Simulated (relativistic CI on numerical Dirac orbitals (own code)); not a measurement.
# Radial parameters of Zr⁺

These numbers are calculated, not measured: Dirac-Coulomb-Breit CI, separate exchange-only KLI orbitals for each configuration, model QED (radiative potential, 1s self-energy scaled to tabulated hydrogen-like ionisation energies), valence Slater integrals scaled by 0.85, P86 correlation energy added to each configuration (own radial code, finite nucleus).

Slater integrals F^k, G^k are unscaled and averaged over j, outside the closed core [Kr]; ζ comes from projecting the Hamiltonian with its Breit term on Σ l·s of the shell.

- 4d2 5s: F^2(4d,4d) = 45339, F^4(4d,4d) = 29125, ζ(4d) = 319.17, G^2(4d,5s) = 17559 cm⁻¹; <r>(4d) = 2.162, <r^2>(4d) = 5.694, <r>(5s) = 3.464, <r^2>(5s) = 13.56 (bohr units).
- 4d3: F^2(4d,4d) = 43048, F^4(4d,4d) = 27536, ζ(4d) = 258.19 cm⁻¹; <r>(4d) = 2.263, <r^2>(4d) = 6.251 (bohr units).
- 4d2 5p: F^2(4d,4d) = 46742, F^4(4d,4d) = 30127, ζ(4d) = 346.22, F^2(4d,5p) = 17988, G^1(4d,5p) = 10408, G^3(4d,5p) = 7834, ζ(5p) = 637.23 cm⁻¹; <r>(4d) = 2.11, <r^2>(4d) = 5.399, <r>(5p) = 4.384, <r^2>(5p) = 21.78 (bohr units).

(1) Give the Racah parameters of the d shell in 4d2 5s.

In this model ζ of a weakly bound d, f or g electron outside closed shells comes out too small, for d by up to a factor of two or three and at times with the wrong sign; that of an outer p electron is too small as well.

Correlation outside the listed configurations is missing or only estimated: errors of thousands of cm⁻¹ between configurations and terms are usual at this charge. Rates and lifetimes follow the computed energies and can be off by large factors. The fine structure of a lone outer electron comes out too small, for d and f at times inverted, and misplaced configurations move strength between like terms. 21 of the 29 excited levels that our extract of the measured tables holds in this range could be paired (the sources list more); they are missed by 1083 cm⁻¹ on average and 1703 at most, and levels without a partner can miss by more. Some levels of the ground configuration have no partner and can miss by 10 % or more.

Averages of the first 10 configurations, taken without configuration mixing, which lowers the lowest level and can move excited configurations by several eV; other configurations of the list can lie among them:

```csv
Configuration,Parity,States,Average energy above the lowest level (eV)
4d2 5s,even,90,1.0
4d3,even,120,1.4
4d2 5p,odd,270,4.5
4d 5s 5p,odd,120,5.4
4d 5s2,even,10,2.3
4d2 5d,even,450,8.5
5s 5p2,even,30,12.2
5s2 5p,odd,6,8.1
4d2 5f,odd,630,11.4
4d2 5g,even,810,11.4
```

## Answers

(1) B = F²/49 − 5F⁴/441 = 595 cm⁻¹ and C = 35F⁴/441 = 2311 cm⁻¹; values fitted to spectra at such low charge are typically 15 to 30 % smaller.
